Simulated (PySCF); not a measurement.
## Do core-level shifts follow atomic charges?

Compound: C₅H₉B₂N.
Atom-mapped SMILES: `[BH2:1][CH2:2][BH:3][n:4]1[cH:5][cH:6][cH:7][cH:8]1`

Binding energies: delta-SCF UKS SCAN, pcX-2 on the ionised atom, pcseg-1 elsewhere, spin-free X2C (PySCF 2.14.0). Charges: PBE0/pcSseg-1 ground-state density, for the ionised atom.

| atom | environment | C 1s (eV) | Mulliken (e) | IAO (e) | Hirshfeld (e) | ESP (e) |
| --- | --- | --- | --- | --- | --- | --- |
| C2 | sp3 carbon bound to boron | 289.91 | -0.621 | -0.544 | -0.209 | -0.375 |
| C6 | aromatic CH carbon | 290.11 | -0.157 | -0.194 | -0.080 | -0.247 |
| C5 | aromatic CH next to a ring nitrogen | 290.74 | +0.128 | -0.099 | -0.022 | -0.290 |

Problem. Give the correlation coefficient and slope of binding energy on charge for each scheme.

Solution. Mulliken: r = 0.91, slope 1.0 eV per e; Hirshfeld: r = 0.87, slope 3.9 eV per e; IAO: r = 0.82, slope 1.5 eV per e; ESP: r = 0.41, slope 2.7 eV per e. Mulliken charges have the highest r, on only 3 points.

Problem. The point-charge model writes a binding energy as kq + V + constant, with V the potential of the other atoms' charges at the site. What does it give with the Hirshfeld charges?

Solution. V = Σ 14.40 eV Å × q/r over all other atoms: +3.03 eV at C2, +0.34 eV at C6, -0.14 eV at C5. Fitting binding energy − V to q gives k = 21.6 eV per e and leaves an rms residual of 0.06 eV, against 0.17 eV for the fit on q alone. The model has no term for differences in relaxation between sites.

The structure is a single PBE0-D3(BJ)/def2-SVP conformer in the gas phase; no vibrational or solvent corrections.

Conformer computed: `[BH2:1][CH2:2][BH:3][n:4]1[cH:5][cH:6][cH:7][cH:8]1`: B1–C2–B3–N4 -84°, C2–B3–N4–C5 1°.
